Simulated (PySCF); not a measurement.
Molecule: `InChI=1S/C6H14O/c1-3-4-5-6-7-2/h3-6H2,1-2H3`.

Cartesian coordinates in Å; atom numbers follow the order of the lines, from 1:
```xyz
21

C    -3.5603   -0.3403    0.2613
C    -2.3018    0.2672   -0.3363
C    -1.0196   -0.3829    0.1656
C     0.2410    0.2217   -0.4312
C     1.5100   -0.4330    0.0668
O     2.6107    0.1750   -0.5398
C     3.8310   -0.3581   -0.1406
H    -3.6353   -1.4145    0.0269
H    -3.5684   -0.2437    1.3590
H    -4.4695    0.1474   -0.1217
H    -2.3374    0.1910   -1.4373
H    -2.2686    1.3486   -0.1148
H    -0.9815   -0.3061    1.2679
H    -1.0513   -1.4656   -0.0559
H     0.2189    0.1423   -1.5314
H     0.2929    1.2999   -0.2030
H     1.5766   -0.3466    1.1734
H     1.4922   -1.5218   -0.1584
H     3.9181   -1.4355   -0.3891
H     4.6289    0.1848   -0.6669
H     3.9969   -0.2518    0.9509
```

Geometry PBE0-D3(BJ)/def2-SVP throughout; GIAO in PySCF 2.14, gas phase, one conformer, non-relativistic; equivalent atoms averaged; functional PBE0.

For orientation, def2-TZVP gives these absolute shieldings σ: C7 127.5, C4 151.8, C2 158.8, C1 170.1, O6 308.0, H19/H20/H21 28.21, H11/H12 30.16, H8/H9/H10 30.54, H13/H14 30.38 ppm.

A run gave: C7 137.5, C4 161.2, C2 168.4, C1 177.8, O6 319.3, H19/H20/H21 28.26, H11/H12 30.20, H8/H9/H10 30.50, H13/H14 30.44 ppm (absolute shieldings σ).

Question: Which basis set was used in that run?
A. pcSseg-0
B. aug-cc-pVDZ
C. 6-31G*
D. STO-3G
E. def2-SVP

Answer: E. H19/H20/H21 tells them apart best: def2-SVP gives 28.26, aug-cc-pVDZ gives 28.01, 6-31G* gives 28.74, pcSseg-0 gives 29.32, STO-3G gives 30.88 ppm.
